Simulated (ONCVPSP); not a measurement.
**Reading a pseudo-wave (iron (Fe))**

Columns: radius, all-electron u(r) and pseudo u(r) of the 3d shell (level -7.75 eV) of iron in the configuration [Ne] 3s2 3p6 3d6 4s2; LDA (Perdew-Zunger), scalar-relativistic, ONCV scheme, ONCVPSP 4.0.1.

| r (bohr) | all-electron | pseudo |
| --- | --- | --- |
| 0.085 | 0.0481 | 0.0054 |
| 0.170 | 0.2106 | 0.0404 |
| 0.255 | 0.4156 | 0.1249 |
| 0.340 | 0.6031 | 0.2629 |
| 0.425 | 0.7471 | 0.4414 |
| 0.510 | 0.8436 | 0.6349 |
| 0.595 | 0.8978 | 0.8127 |
| 0.680 | 0.9188 | 0.9483 |
| 0.765 | 0.9154 | 1.0259 |
| 0.850 | 0.8954 | 1.0442 |
| 0.935 | 0.8646 | 1.0130 |
| 1.020 | 0.8273 | 0.9493 |
| 1.105 | 0.7865 | 0.8709 |
| 1.190 | 0.7441 | 0.7929 |
| 1.275 | 0.7016 | 0.7242 |
| 1.360 | 0.6598 | 0.6676 |
| 1.445 | 0.6194 | 0.6212 |
| 1.530 | 0.5808 | 0.5809 |
| 1.615 | 0.5440 | 0.5440 |
| 1.700 | 0.5091 | 0.5092 |
| 1.785 | 0.4764 | 0.4764 |
| 1.870 | 0.4455 | 0.4456 |
| 1.955 | 0.4167 | 0.4167 |
| 2.040 | 0.3896 | 0.3896 |
| 2.125 | 0.3643 | 0.3643 |
| 2.210 | 0.3406 | 0.3406 |

Problem. How many radial nodes do the two functions have?

Solution. The all-electron 3d function has n − l − 1 = 0; the pseudo-wave has 0.

Problem. At about which radius was the pseudo-wave matched?

Solution. 1.70 bohr. The columns agree to 0.0005 from 1.53 bohr on; several derivatives are matched, so the curves merge somewhat inside the radius.

Problem. Where does each function peak?

Solution. Outermost all-electron maximum near 0.68 bohr, pseudo maximum near 0.85 bohr (to the table’s step).

Problem. Is the pseudo-wave norm-conserving?

Solution. Yes: the ONCV scheme keeps the norm inside the radius equal to the all-electron one, which fixes the energy derivative of the logarithmic derivative at the level.
